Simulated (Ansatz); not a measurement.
C3H9Ga, triplet, at a GFN2-xTB geometry (such geometries of metal compounds can be far from the true shape) (a higher spin typed on purpose: for a closed-shell molecule this is an excited state); HF/STO-3G (Ansatz, a first-principles code).

The Ansatz input:
Ansatz 0.2 input:
```yaml
crystal:
  periodic: [false, false, false]
  atoms:
    - {symbol: Ga, position_ang: [-0.29203971, 0.33248422, 0.32507992]}
    - {symbol: C, position_ang: [-0.81222176, -1.79125288, -0.37264226]}
    - {symbol: H, position_ang: [-0.10149786, -2.12380947, -1.11828279]}
    - {symbol: H, position_ang: [-1.78597217, -1.58621334, -0.80809556]}
    - {symbol: H, position_ang: [-0.87885691, -2.46902136, 0.46929178]}
    - {symbol: C, position_ang: [0.08037324, 1.48913743, -1.43629314]}
    - {symbol: H, position_ang: [0.58076296, 0.84265399, -2.16014170]}
    - {symbol: H, position_ang: [0.72752364, 2.34157557, -1.22331300]}
    - {symbol: H, position_ang: [-0.84339354, 1.86241547, -1.88118647]}
    - {symbol: C, position_ang: [1.65518927, -0.78188169, 0.80937839]}
    - {symbol: H, position_ang: [2.22246012, 0.04171239, 1.23329735]}
    - {symbol: H, position_ang: [2.09165519, -1.13347279, -0.11706188]}
    - {symbol: H, position_ang: [1.50050503, -1.57886848, 1.52535701]}
basis:
  gaussian:
    orbitals: STO-3G
hamiltonian:
  xc: hf
magnetization: {spin_polarized: true, initial_magnetization: 2}
accuracy: high
```

Task: What does Ansatz print? Leave out banner, timings and long lists.

Result: 
```
Functional definition: HF
776 factors; integrals over basis functions are off by at most 4.5e-9 eV
mean field evaluation 1: about -54917.2731 eV, gradient 1.2e1 eV
mean field evaluation 2: about -54917.4273 eV, gradient 1.2e1 eV
mean field evaluation 4: about -54921.8121 eV, gradient 5.4e0 eV
mean field evaluation 8: about -54922.8454 eV, gradient 5.7e-1 eV
mean field evaluation 16: about -54922.8991 eV, gradient 6.0e-4 eV
mean field evaluation 32: about -54922.8855 eV, gradient 3.0e-2 eV
mean field evaluation 64: about -54922.8653 eV, gradient 1.9e-1 eV
mean field evaluation 96: about -54922.8730 eV, gradient 5.5e-2 eV
mean field evaluation 128: about -54922.8693 eV, gradient 7.5e-2 eV
mean field evaluation 160: about -54922.3819 eV, gradient 6.6e0 eV
mean field evaluation 192: about -54922.8486 eV, gradient 3.9e-2 eV
mean field evaluation 224: about -54922.8356 eV, gradient 5.7e-1 eV
mean field evaluation 256: about -54922.8699 eV, gradient 1.0e-2 eV
mean field evaluation 288: about -54917.3074 eV, gradient 1.4e1 eV
mean field -54922.89906626 eV, -2018.3793126070 hartree, gradient 1.6e-8 eV, S^2 2.054134; 5 other end points of the search recorded, 0 dependent functions left out
reference -54922.89906626 eV, -2018.3793126070 hartree; 30, 28 occupied and 12, 14 virtual orbitals, 776 factors
Total energy: -54922.89906626 eV, -2018.3793126070 hartree
```
